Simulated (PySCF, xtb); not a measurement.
## CH2OSn: where a starting geometry ends

The starting geometry of this gas-phase singlet was built from a drawn formula by distance geometry and a force field; its bonds are those of `[C]1[O][SnH2]1`.

```csv
atom,x (Å),y (Å),z (Å)
C,1.2567,1.2833,0.5795
O,0.2036,0.6944,-0.0177
Sn,1.0736,-0.7297,1.1741
H,-0.0408,-1.0637,2.4319
H,1.7127,-1.9675,0.1117
```

Q: Predict what becomes of its bonds when it is optimised with r2SCAN-D4/def2-SVP.

A: A bond breaks, giving a structure given below by its coordinates. Distances that change by over a tenth: C1–O2 (1.35 → 1.14 Å). Contacts that open: O2–Sn3 (2.05 → 3.42 Å).

The energy falls by 2.85 eV over 36 steps:

```
step  E − E(last) (eV)
   1             2.846
   5             0.866
   9             0.683
  13             0.667
  17             0.397
  20             0.159
  24             0.001
  28             0.000
  32             0.000
  36             0.000
```

Final geometry (Å):

| atom | x (Å) | y (Å) | z (Å) |
| --- | --- | --- | --- |
| C | 1.0303 | 0.6215 | 0.6247 |
| O | 0.7642 | 1.5758 | 0.0658 |
| Sn | 1.8053 | -1.1437 | 1.8575 |
| H | 0.0799 | -1.2511 | 2.2644 |
| H | 1.5486 | -1.9669 | 0.3046 |

From the same start GFN2-xTB reaches the same bonding as this run.

The end wasn't checked by frequencies. Atoms past krypton carry core potentials, without spin–orbit terms. Run with PySCF 2.14.0, 5.7 min on 2 threads of Intel(R) Xeon(R) Processor @ 2.50GHz (Skylake/Cascade Lake), with other jobs on the host.
